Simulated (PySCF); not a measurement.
**Trend along the alkali metals: MLi molecules**

PBE0 with triple-zeta basis sets in PySCF, for the lowest determinant that a PBE0 search found; no spin–orbit coupling. De refers to high-spin ground-configuration atoms. A positive dipole means M(−)Li(+).

```
 M         basis  state (unpaired electrons)  Re (Å)  ωe (cm⁻¹)  De (eV)  μ (D)
Li  x2c-TZVPPall      singlet (closed shell)   2.736        338     0.83    n/a
Na     def2-TZVP      singlet (closed shell)   2.927        252     0.74  -0.40
Rb     def2-TZVP      singlet (closed shell)   3.550        188     0.61  -3.89
Cs     def2-TZVP      singlet (closed shell)   3.749        178     0.61  -5.04
```

(1) By what factor does the bond length vary along the series?

The rows differ in basis set, which adds steps of its own.

Relativity is treated differently too: Li spin-free X2C; Na no relativity; Rb scalar-relativistic core potentials; Cs scalar-relativistic core potentials.

Down a group bonds as a rule get longer and wavenumbers fall, partly through the reduced mass; this series shows no clear exception.

Closed-shell solutions of metal pairs were not tested for spin polarisation, which can lower them a little. Spin–orbit coupling is left out.

Answers

(1) At PBE0 it runs from 2.736 Å (Li2) to 3.749 Å (CsLi), a factor of 1.37.
